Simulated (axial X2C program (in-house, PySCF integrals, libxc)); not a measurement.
Potential curves of BiS, with spin–orbit coupling

Computed with an axial X2C code built on PySCF integrals. Two-component (2c) means X2C with spin–orbit coupling and atomic mean-field two-electron Coulomb and Gaunt terms. Basis: Bi dyall-cv3z [12s14p10d6f1g], S dyall-av3z [9s8p3d2f] (cores contracted in-house); Gaussian nuclei, density fitting, unrestricted open shells. Masses: Bi 208.980 u, S 31.972 u.

State: Ω = 1/2 (⟨Sz⟩ = -0.45, ⟨Lz⟩ = 0.95 at PBE0). Energies in kJ/mol from the fragments at the same level (Bi + S). Fits are polynomials in 1 − R0/R over 0.85 to 1.23 times the lowest point R0.

```
 R (Å)     PBE0      HF
2.0219  -182.01   54.77
2.1148  -252.84  -16.92
2.1846  -282.42  -47.16
2.2543  -296.98  -63.63
2.3240  -300.33  -71.24
2.4053  -294.00  -73.10
2.4867  -280.24  -69.76
2.5913  -256.47  -60.02
2.7191  -224.22  -42.53
2.9050  -179.07        
3.1606  -124.48        
3.4860   -67.31
```

The state is one determinant whose occupation by symmetry is held fixed; it was picked as the lowest of a PBE0 search that is not exhaustive. Dissociation energies refer to the lowest single-determinant-based atoms at the same level and basis. Density functionals use the spin component along the axis (collinear). In 2c an atomic determinant is not the ground J level, so De misses part of the atomic spin–orbit lowering. This holds for PBE0. The functionals have no current-density term, which raises determinants with orbital currents, atoms included. The determinant is spin-polarised beyond a pure state at some levels (its spin-free form has ⟨S²⟩ too high), which makes Re and μ there less reliable. The stretched end of a curve changes character and is left out.

Q: What are Re, ωe and De at the PBE0 level?

A: At PBE0, 2c: Re = 2.314 Å, ωe ≈ 424 cm⁻¹, De = 3.11 eV to Bi + S; Be follows as 0.114 cm⁻¹.

Q: What are Re, ωe and De at the HF level?

A: At HF, 2c: Re = 2.389 Å, ωe ≈ 291 cm⁻¹, De = 0.76 eV to Bi + S; Be follows as 0.107 cm⁻¹.
